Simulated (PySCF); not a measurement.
# Dipole moment and polarisability of `C=CC[Si@@H]1CC(C#N)=N1`

Species: C₆H₈N₂Si.
Cartesian coordinates in Å at the GFN2-xTB level; atoms count from 1:
```xyz
17
C6H8N2Si angstrom
C     -2.326    1.034   -0.334
C     -1.544    0.124   -0.886
C     -1.288   -1.227   -0.310
Si     0.448   -1.342    0.459
C      1.078    0.199    1.444
C      2.008    0.288    0.270
C      2.999    1.279    0.102
N      3.789    2.107    0.023
N      1.765   -0.669   -0.553
H     -2.860    0.840    0.583
H     -2.477    2.003   -0.777
H     -1.015    0.342   -1.805
H     -1.359   -1.982   -1.092
H     -2.032   -1.464    0.449
H      0.780   -2.637    1.038
H      1.596    0.048    2.388
H      0.431    1.068    1.537
```

Level: PBE0/def2-SVPD (PySCF), static field, nuclei fixed, core orbitals frozen in the response. The polarisability tensor in these axes (au):

```
x   117.70  12.13   1.43
y    12.13 112.05   1.60
z     1.43   1.60  83.53
```

Question: Give the principal values, the mean and the anisotropy Δα = √{½[(α1 − α2)² + (α2 − α3)² + (α1 − α3)²]}.

Answer: Principal values 83.42, 102.42 and 127.43 au; mean 104.43 au = 15.47 Å³ = 17.22 × 10⁻⁴⁰ C²·m²/J; Δα = 38.23 au (37 % of the mean).

Question: What is the dipole moment, and where does it point?

Answer: (-4.22, -2.30, 1.89) D, 5.16 D in size, pointing from the negative to the positive side. Measured along this direction, the outermost atoms are N8 at the negative end and H14 at the positive end.

Question: Traceless (Buckingham) quadrupole moment about the centre of nuclear charge: eigenvalues?

Answer: -14.81, 4.76, 10.04 D·Å. The values depend on the origin, since the dipole doesn't vanish. The electronic extent ⟨r²⟩ about the same centre is 1600 bohr², a root-mean-square distance of 2.49 Å for the 72 electrons.

Question: In a dilute gas of rigid molecules at 400 K, how does the orientational term μ²/3kT compare with the electronic polarisability?

Answer: In Gaussian units μ²/3kT = 160.95 Å³ against 15.47 Å³, a ratio of 10.40; the Debye molar polarisation (4π/3)N_A(α + μ²/3kT) is 445.0 cm³/mol, leaving out the vibrational part.

Question: What depolarisation ratio follows for Rayleigh scattering of linearly polarised light, taking the static tensor?

Answer: ρ = 3Δα²/(45ᾱ² + 4Δα²) = 4384.4/(490708 + 5845.9) = 0.00883.

Question: Molar refractivity from α?

Answer: Lorentz–Lorenz: R = (4π/3)N_A α = 2.5225 cm³/(mol·Å³) × 15.47 Å³ = 39.0 cm³/mol, in the limit of long wavelengths.

One conformer (not necessarily the lowest) at the GFN2-xTB geometry, without solvent, vibrations or thermal averaging.

The run behind these numbers computed excited states as well. On one thread of an Intel Xeon Platinum 8488C, no GPU (shared host), this took 51 s of wall time and 1.1 GiB of memory at its peak.
